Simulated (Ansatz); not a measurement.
`C[O][Mo](=[O])([F])=[S]` → `[CH2]` (triplet) + `[O]=[Mo]([OH])([F])=[S]` at 400 K and 1 bar (formal loss of a carbene).

Gas-phase electronic energies from Ansatz, PBE0-D4/def2-TZVP geometries. CCSD(T)/CBS adds triple-zeta CCSD(T) − MP2 to the extrapolated MP2 energy (def2 sets, frozen cores). This one scheme is used for every species. Triplets are unrestricted, without spin–orbit coupling. def2 core potentials past Kr. For Mo outer-core shells are correlated without core-valence functions, which leaves a few kJ/mol of doubt a bond. Each species was taken in one conformer, which may not be the lowest.

```
                  species  CCSD(T)/CBS energy (Eh)  H − E (kJ/mol)  S (J/(mol·K))
`C[O][Mo](=[O])([F])=[S]`               -756.05596           165.6          421.3
        `[CH2]` (triplet)                -39.09499            59.0          205.7
`[O]=[Mo]([OH])([F])=[S]`               -716.80850            83.7          368.3
```

H − E and S are ideal-gas, rigid-rotor, harmonic terms from PBE0-D4/def2-TZVP, for one conformer and one mirror image of each species, with the whole ground term of open shells counted as degenerate. 1 Eh = 2625.50 kJ/mol, R = 8.31446 J/(mol·K).

Q: By hand: ΔE, ΔH, ΔS and ΔG.

A: ΔE = (-39.09499) + (-716.80850) − (-756.05596) = 0.15247 Eh = 400.3 kJ/mol. Δ(H − E) = 59.0 + 83.7 − 165.6 = -22.9, so ΔH = 377.4 kJ/mol. ΔS = 205.7 + 368.3 − 421.3 = 152.7 J/(mol·K). ΔG = 377.4 − 400 × (152.7)/1000 = 316.3 kJ/mol.

Q: By hand: the equilibrium constant, and the temperature at which ΔG would vanish if ΔH and ΔS stayed fixed.

A: log₁₀ K = −ΔG/(RT ln 10) = -41.3. ΔG = 0 at ΔH/ΔS = 2472 K.

The number of gas molecules changes by +1, which sets the sign of ΔS. A doubt of 5 kJ/mol in ΔE shifts log₁₀ K by 0.7 here. Other conformers and mirror images would add mixing entropy, several J/(mol·K) or more a flexible species. Modes under 60 cm⁻¹, often nearly free rotors, make the harmonic entropy too high. A triplet takes part, so the spin changes. These are equilibria of isolated gas molecules and say nothing of rates. Largest T1 diagnostic: 0.025 (customary marks: 0.02 for closed shells, 0.045 for open ones).
